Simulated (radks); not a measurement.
The numbers below are computed, except where a source is named.
Isoelectronic series with 35 electrons, all held in the configuration [Ar] 3d10 4s2 4p5, which need not be the ground one along the series. Code: a radial shooting solver on a logarithmic mesh with Libxc functionals. Model: scalar-relativistic Kohn-Sham, PBE, spin-polarised, spherical densities, finite nucleus; open shells are filled with parallel spins first (spin-orbit coupling, left out, can overturn this in heavy ions); Fermi nuclear charge, rms radius of each element as measured or else 0.836 A^(1/3) + 0.57 fm. Total energies (hartree) and orbital eigenvalues (hartree):

| ion | E (hartree) | 4p down | 4p up | 4s down | 4s up |
|---|---|---|---|---|---|
| Br | -2606.39915 | -0.27387 | -0.30150 | -0.72428 | -0.75312 |
| Sr3+ | -3177.26058 | -1.82254 | -1.86246 | -2.51524 | -2.55587 |
| Nb6+ | -3810.92515 | -4.08069 | -4.13098 | -5.02675 | -5.07775 |
| Ru9+ | -4507.92537 | -6.97628 | -7.03618 | -8.19086 | -8.25154 |
| Ag12+ | -5269.03659 | -10.48571 | -10.55484 | -11.98901 | -12.05900 |
| Sn15+ | -6095.18178 | -14.59948 | -14.67763 | -16.41694 | -16.49604 |
| I18+ | -6987.42540 | -19.31422 | -19.40126 | -21.47698 | -21.56505 |
| Ba21+ | -7946.9627 | -24.62977 | -24.72563 | -27.17534 | -27.27230 |
| Pr24+ | -8975.1298 | -30.54798 | -30.65263 | -33.52102 | -33.62682 |
